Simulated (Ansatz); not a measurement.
Job for Ansatz (a quantum-chemistry and plane-wave program): R-BHLYP/def2-TZVPP on H2 (SMILES [H][H]).

Ansatz 0.2 input:
```yaml
crystal:
  periodic: [false, false, false]
  atoms:
    - {symbol: H, position_ang: [0.00000000, 0.00000000, 0.37198582]}
    - {symbol: H, position_ang: [-0.00000000, -0.00000000, -0.37198582]}
basis:
  gaussian:
    orbitals: def2-TZVPP
hamiltonian:
  xc: {name: BHLYP}
scf: {lower_state_search: off}
```

Output:

```
WARN ansatz: RAYON_NUM_THREADS=4 ignored (pool sized by the plan → 4); use --threads N
Functional definition: BHLYP
these checks for a lower state are left out or cut short: stability, starts, cluster_reference, orbital_swaps, neighbouring_geometries, increment
integrals: 0.00 GiB planned
118 factors; their error is unknown
mean field: 0.05 GiB planned
mean field evaluation 1: about -31.8212 eV, gradient 2.9e0 eV
mean field evaluation 2: about -31.8398 eV, gradient 1.2e-1 eV
mean field evaluation 4: about -31.8394 eV, gradient 1.2e-1 eV
mean field evaluation 8: about -31.8387 eV, gradient 5.1e-5 eV
mean field -31.83870107 eV, -1.1700506833 hartree, gradient 8.0e-7 eV, S^2 0.000000; 0 other end points of the search recorded, 0 dependent functions left out
reference -31.83879655 eV, -1.1700541920 hartree; 1, 1 occupied and 27, 27 virtual orbitals, 118 factors
Total energy: -31.83879655 eV, -1.1700541920 hartree
Checks for a lower state left out: stability, starts, cluster_reference, orbital_swaps, neighbouring_geometries, increment
```

Self-consistency was reached.

Cost: about 0.23 core-seconds (a rough figure).
